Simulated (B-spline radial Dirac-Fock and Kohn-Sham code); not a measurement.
## Co¹³⁺: eigenvalues, ΔSCF and the reference

System: cobalt as Co¹³⁺, configuration 1s2 2s2 2p6 3s2 3p2.

The density-functional columns are spherical, spin-unpolarised Dirac-Kohn-Sham results without Breit or QED terms: −ε is minus the orbital energy of the initial state and ΔSCF the difference of two total energies. The reference in the last column comes from multi-electron Dirac-Fock with separately optimised hole states, Breit and Lamb-shift corrections added in first order. All numbers are from a radial atomic solver, in eV; a selection of levels is shown. The Kohn-Sham columns are given as differences from the reference. For the 1s level of heavy atoms much of the gap between ΔSCF and the reference is the Breit and QED part, -12.9 eV here; for other levels the error of the functional can be larger.

```
     level  LDA −ε − DF  LDA ΔSCF − DF  Dirac-Fock
    K (1s)       -168.3          +12.5      8148.6
   L1 (2s)        -63.9          -22.0      1353.5
L2 (2p1/2)        -45.8           +2.2      1220.6
L3 (2p3/2)        -46.2           +1.3      1205.9
   M1 (3s)        -15.1           +1.8       443.1
 M2,3 (3p)        -15.5           +1.5       405.5
```

Values without a named source are computed, but for edge energies of neutral atoms, which are taken from tables.
